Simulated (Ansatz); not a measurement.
Reactions of `[F][Al]([O][SiH3])[O][SiH3]`.

Isolated molecules relaxed with PBE0-D4/def2-TZVP in Ansatz; ΔE leaves out vibrations. CCSD(T)/CBS adds triple-zeta CCSD(T) − MP2 to the extrapolated MP2 energy (def2 sets, frozen cores). This one scheme is used for every species. DFT in def2-TZVPP. Elements past krypton have def2 core potentials. For Br, In outer-core shells are correlated without core-valence functions, which leaves a few kJ/mol of doubt a bond. Scalar relativity is left out up to krypton. One conformer a species, not always the lowest.

```json
{"reaction": "`[F][Al]([O][SiH3])[O][SiH3]` + `[SiH3][O][In]([SH])[O][SiH3]` → `[SiH3][O][Al]([O][SiH3])[O][SiH3]` + `[F][In]([SH])[O][SiH3]`", "B2PLYP (kJ/mol)": "8"}
{"reaction": "`[F][Al]([O][SiH3])[O][SiH3]` + H–F → `[F][Al]([F])[O][SiH3]` + `O[SiH3]`", "B2PLYP (kJ/mol)": "-23"}
{"reaction": "`[F][Al]([O][SiH3])[O][SiH3]` + `[OH][In]([SH])[Br]` → `[SiH3][O][In]([SH])[Br]` + `[OH][Al]([F])[O][SiH3]`", "B2PLYP (kJ/mol)": "10"}
{"reaction": "`[F][Al]([O][SiH3])[O][SiH3]` + H₂O → `[OH][Al]([F])[O][SiH3]` + `O[SiH3]`", "B2PLYP (kJ/mol)": "22"}
{"reaction": "`[F][Al]([O][SiH3])[O][SiH3]` + `F[SiH2]N[SiH2]F` → `[SiH3][O][AlH][O][SiH3]` + `F[SiH2]N[SiH](F)F`", "B2PLYP (kJ/mol)": "20"}
{"reaction": "`[F][Al]([O][SiH3])[O][SiH3]` → `[OH][Al]([F])[O][SiH3]` + `[SiH2]`", "B2PLYP (kJ/mol)": "343"}
{"reaction": "`[F][Al]([O][SiH3])[O][SiH3]` + `C[SiH2]O` → `C[SiH2]O[SiH3]` + `[OH][Al]([F])[O][SiH3]`", "B2PLYP (kJ/mol)": "3"}
{"reaction": "`[F][Al]([O][SiH3])[O][SiH3]` + H₂ → `[SiH3][O][AlH][O][SiH3]` + H–F", "B2PLYP (kJ/mol)": "160"}
{"reaction": "`[F][Al]([O][SiH3])[O][SiH3]` + `O[Si](F)(Cl)Br` → `[F][Al]([Cl])[O][SiH3]` + `O[Si](F)(Br)O[SiH3]`", "B2PLYP (kJ/mol)": "-35"}
{"reaction": "`[F][Al]([O][SiH3])[O][SiH3]` + `CO[SiH2][SiH3]` → `[SiH3]O[SiH2][SiH3]` + `C[O][Al]([F])[O][SiH3]`", "B2PLYP (kJ/mol)": "14"}
```

Q: Give the CCSD(T)/CBS values in the same order. (Estimate.)

A: Ansatz gave: 17, -19, 5, 26, 20, 344, 2, 157, -38, 12 kJ/mol.

Largest T1 diagnostic: 0.015, for `[F][In]([SH])[O][SiH3]`.
